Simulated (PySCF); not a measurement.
SMILES C[C]=NC(C)C, doublet (GFN2-xTB optimised geometry):

```
16

C     -2.469     0.021    -0.643
C     -1.002     0.111    -0.563
N     -0.167    -0.445    -1.287
C      1.262    -0.360    -1.237
C      1.790     0.371     0.000
C      1.748     0.311    -2.524
H     -2.850    -0.373     0.299
H     -2.813    -0.617    -1.464
H     -2.877     1.022    -0.774
H      1.623    -1.398    -1.226
H      1.433     1.398     0.000
H      1.435    -0.118     0.904
H      2.877     0.371     0.000
H      2.834     0.296    -2.569
H      1.351    -0.210    -3.392
H      1.408     1.344    -2.554
```

Level of theory: unrestricted PBE0/def2-TZVP (PySCF).

Q: What are the frontier orbital energies (α orbitals alone; a β orbital can be the lowest empty one) and the dipole moment?

A: HOMO-2 -9.09 eV, HOMO-1 -8.29 eV, HOMO -5.23 eV, LUMO 0.36 eV, LUMO+1 1.45 eV; dipole moment 0.20 D.

On the same geometry unrestricted PBE/def2-TZVP run with PySCF gives HOMO-2 -7.56 eV, HOMO-1 -7.07 eV, HOMO -3.82 eV, LUMO -0.74 eV, LUMO+1 0.65 eV; dipole moment 0.10 D.

Meta-Löwdin charges at PBE0/def2-TZVP: C1 -0.36, C2 0.01, N3 -0.20, C4 0.04, C5 -0.36, C6 -0.35, H7 0.14, H8 0.13, H9 0.14, H10 0.11, H11 0.12, H12 0.12, H13 0.11, H14 0.11, H15 0.12, H16 0.12.
